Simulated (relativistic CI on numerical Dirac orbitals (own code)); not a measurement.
# Magnetism of Pm²⁺, 4f5, in a crystal field

Calculated by Dirac-Coulomb-Breit CI, orbitals from a KLI potential per configuration, a model potential for QED, valence Slater integrals scaled by 0.8, one configuration in a parametric crystal field (own radial code).

Field parameters in Wybourne normalisation. The field is a parameter set, without covalency.

S is read from ⟨S²⟩ = S(S + 1).

Powder χT (cm³ K mol⁻¹) by Van Vleck's formula, with temperature-independent terms:

| Field | 2 K | 5 K | 10 K | 20 K | 50 K | 100 K | 200 K | 300 K |
| --- | --- | --- | --- | --- | --- | --- | --- | --- |
| C2v, B20 = 240, B22 = 130, B40 = 320, B42 = -50, B44 = 180, B60 = 220, B62 = 50, B64 = 60, B66 = -50 cm⁻¹ | 0.0605 | 0.0655 | 0.0739 | 0.0895 | 0.127 | 0.181 | 0.283 | 0.403 |
| D4h, B20 = 1280, B40 = 590, B44 = -130, B60 = 150, B64 = 500 cm⁻¹ | 0.0481 | 0.0518 | 0.058 | 0.0704 | 0.108 | 0.164 | 0.275 | 0.401 |

(1) For D4h, B20 = 1280, B40 = 590, B44 = -130, B60 = 150, B64 = 500 cm⁻¹: what effective moment follows at 300 K?

## Answers

(1) μ_eff = √(8χT) = 1.79 μB. The LS value g√(J(J + 1)) of the free ion's 6H°_5/2 level is 0.85 μB.
